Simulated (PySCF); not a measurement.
Exercise with solution: refractive index and permittivity of the vapour

W(NH)2(F)(Cl) (ClFH2N2W), SMILES [NH]=[W](=[NH])([F])[Cl], multiplicity 1.

Geometry optimised at B3LYP-D3(BJ)/def2-SVP. The spin state was assumed, not searched. The structure was generated by enumeration; whether it is a known compound was not checked. The def2 effective core potentials stand for the cores of W; spin–orbit coupling is left out.

CAM-B3LYP/def2-TZVP (PySCF) gives a mean static polarisability of 63.9 bohr³ and a dipole moment of 2.66 D. Take an ideal gas at 298.15 K and 1 bar, whether or not the substance is that volatile.

### Question
Work out n − 1 in the optical limit and the static ε − 1.

### Answer

Polarisability volume α' = 63.9 × 0.148185 = 9.47 Å³. Number density N = p/kT = 2.43e-5 Å⁻³.
Dilute limit of Lorentz–Lorenz: n − 1 = 2π N α' = 0.0014.
Orientation term of Debye: μ²/(3kT) = 8.098 Å³ × μ²(D²) = 57.30 Å³.
ε − 1 = 4π N (α' + μ²/3kT) = 0.020. Orientation of the dipole supplies 86 % of the static response; it can't follow optical fields. Vibrational polarisation and dispersion are left out.
